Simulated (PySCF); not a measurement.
**How the method moves the HOMO and LUMO of `CNB(C)C`**

Compound: C3H10BN.
Structure used (PBE0-D3(BJ)/def2-SVP), in Å, numbered top down from 1:
```xyz
15
C3H10BN angstrom
C      2.0107    0.6204   -0.0039
N      1.0616   -0.4403    0.2071
B     -0.3307   -0.4180    0.0303
C     -1.0610    0.9052   -0.4580
C     -1.1581   -1.7333    0.3312
H      2.5642    0.8724    0.9179
H      1.4919    1.5296   -0.3348
H      2.7565    0.3643   -0.7771
H      1.4818   -1.3086    0.5196
H     -0.9140    1.7317    0.2589
H     -2.1455    0.7656   -0.5779
H     -0.6647    1.2592   -1.4252
H     -1.7072   -2.0516   -0.5720
H     -1.9315   -1.5311    1.0922
H     -0.5556   -2.5877    0.6794
```

Basis pcSseg-1 throughout (PySCF), one geometry. Isolated species at its PBE0-D3(BJ)/def2-SVP geometry, gas phase.

Q: How do the orbital energies, the gap and the dipole change with the method?

A: 
```tsv
method	kind	HOMO (eV)	LUMO (eV)	gap (eV)	μ (D)	SCF cycles
BLYP	GGA	-5.87	0.37	6.24	1.55	13
B97-D	GGA	-5.97	0.38	6.35	1.50	14
OPBE	GGA	-5.98	0.33	6.31	1.51	14
PBE	GGA	-6.00	0.23	6.23	1.55	13
KT2	GGA	-6.07	0.20	6.27	1.51	14
KT3	GGA	-6.09	0.23	6.32	1.48	13
BP86	GGA	-6.10	0.17	6.27	1.55	13
LDA	LDA	-6.11	0.05	6.16	1.57	13
B97-2	global hybrid	-7.06	1.21	8.26	1.47	12
B3LYP	global hybrid	-7.09	1.01	8.09	1.50	12
PBE0	global hybrid	-7.32	1.23	8.55	1.49	12
mPW1PW91	global hybrid	-7.35	1.22	8.57	1.48	12
BHandHLYP	global hybrid	-8.55	2.07	10.61	1.43	12
CAM-B3LYP	range-separated hybrid	-8.71	2.23	10.93	1.48	12
wB97X-D	range-separated hybrid	-9.21	3.09	12.30	1.48	12
LC-wPBE	range-separated hybrid	-10.11	3.55	13.66	1.47	12
HF	Hartree–Fock	-10.52	4.21	14.73	1.34	9
```

The HOMO spans 4.65 eV, from BLYP down to HF, and the gap runs from 6.16 eV (LDA) to 14.73 eV (HF). Over the methods BLYP (0 %), B97-D (0 %), OPBE (0 %), PBE (0 %), KT2 (0 %), KT3 (0 %), BP86 (0 %), LDA (0 %), B97-2 (21 %), B3LYP (20 %), PBE0 (25 %), mPW1PW91 (25 %), BHandHLYP (50 %), HF (100 %), a straight line through the gap against the share of exact exchange rises by 0.85 eV for each 10 % (correlation coefficient 0.999). The dipole ranges from 1.34 D (HF) to 1.57 D (LDA). This basis has no diffuse functions.

The vertical ΔSCF ionisation energy at CAM-B3LYP/def2-SVPD is 9.56 eV; −ε(HOMO) comes closest to it with wB97X-D (9.21 eV).
